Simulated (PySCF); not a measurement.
## Electronic absorption of Ti(OSiMe3)2Cl2

Compound: Ti(OSiMe3)2Cl2, C₆H₁₈Cl₂O₂Si₂Ti (singlet state).
SMILES: `C[Si](C)(C)[O][Ti]([Cl])([Cl])[O][Si](C)(C)C`

The calculation used TDDFT wB97X-D/def2-SVPD, vertical, gas phase, core orbitals frozen in the response in PySCF. Geometry: PBE0-D3(BJ)/def2-SVP; no solvent, vibrations or thermal averaging. Note that the optimisation stopped short of convergence; the values belong to its last geometry.

| state | E (eV) | ν̃ (cm⁻¹) | f | \|μ\| (D) | main configurations (H = HOMO, L = LUMO) |
| --- | --- | --- | --- | --- | --- |
| S1 | 4.96 | 40010 | 0.0000 | 0.03 | H-1→L (64%), H-5→L (34%) |
| S2 | 5.08 | 40940 | 0.016 | 0.92 | H→L (52%), H-6→L (12%), H-4→L (10%) |
| S3 | 5.17 | 41660 | 0.016 | 0.90 | H-2→L (46%), H-4→L (18%), H→L (10%) |
| S4 | 5.39 | 43490 | 0.022 | 1.04 | H→L+1 (66%), H-8→L+1 (15%) |
| S5 | 5.46 | 44010 | 0.014 | 0.81 | H-2→L+1 (51%), H-4→L+1 (39%) |
| S6 | 5.56 | 44830 | 0.0020 | 0.31 | H-6→L (57%), H-8→L (9%) |
| S7 | 5.56 | 44850 | 0.0088 | 0.65 | H-1→L+1 (45%), H-5→L+1 (21%), H-6→L (10%) |
| S8 | 5.71 | 46080 | 0.0032 | 0.38 | H→L+2 (54%), H-4→L+2 (10%) |
| S9 | 5.76 | 46440 | 0.0050 | 0.48 | H-4→L (31%), H-1→L+2 (19%), H-2→L (14%) |
| S10 | 5.78 | 46630 | 0.0041 | 0.43 | H-2→L+2 (41%), H-4→L+2 (24%) |
| S11 | 5.81 | 46820 | 0.013 | 0.77 | H-1→L+2 (40%), H-5→L+2 (20%), H-4→L (14%) |
| S12 | 5.96 | 48050 | 0.013 | 0.77 | H-3→L (30%), H-7→L (16%), H-5→L (15%) |
| S13 | 6.01 | 48460 | 0.011 | 0.71 | H-7→L (49%), H-5→L (10%) |
| S14 | 6.04 | 48750 | 0.0003 | 0.12 | H-9→L (52%), H-11→L (31%) |
| S15 | 6.12 | 49400 | 0.0019 | 0.28 | H-3→L (35%), H-7→L+1 (14%), H-5→L (12%) |

Triplets, Tamm–Dancoff:

| state | E (eV) | λ (nm) | main configurations (H = HOMO, L = LUMO) |
| --- | --- | --- | --- |
| T1 | 4.74 | 261.8 | H-4→L (46%), H-2→L (41%), H→L (10%) |
| T2 | 4.88 | 254.1 | H-1→L (62%), H-5→L (34%) |
| T3 | 4.97 | 249.3 | H→L (50%), H-6→L (21%), H-8→L (10%) |
| T4 | 5.14 | 241.4 | H-1→L+1 (60%), H-5→L+1 (15%) |

The lowest singlet comes at 250 nm (479 kJ/mol) in the ultraviolet; it is dark (f under 0.0005); its leading configuration is HOMO-1→LUMO (64%). The strongest level in the table is S4 at 5.39 eV (230 nm, f = 0.022). S6/S7 lie within about 0.01 eV of each other. For S1 the Löwdin share of titanium is at most 10% in HOMO-1 and 77% in LUMO; for S4 the Löwdin share of titanium is at most 12% in HOMO and 76% in LUMO+1. The listed states span 1.16 eV, and the widest gap between neighbours is 0.23 eV (S3 to S4). Weighted by f, the mean energy of these states is 5.55 eV. The oscillator strengths of these states sum to 0.131; summed over the whole spectrum of an exact calculation they would give the number of electrons, 154 (Thomas–Reiche–Kuhn). No computed singlet lies in the visible range (380 to 750 nm); the lowest, at 250 nm, stands 1.70 eV above its violet end (3.26 eV). Only the lowest 15 singlets were computed, as vertical energies without vibronic structure.
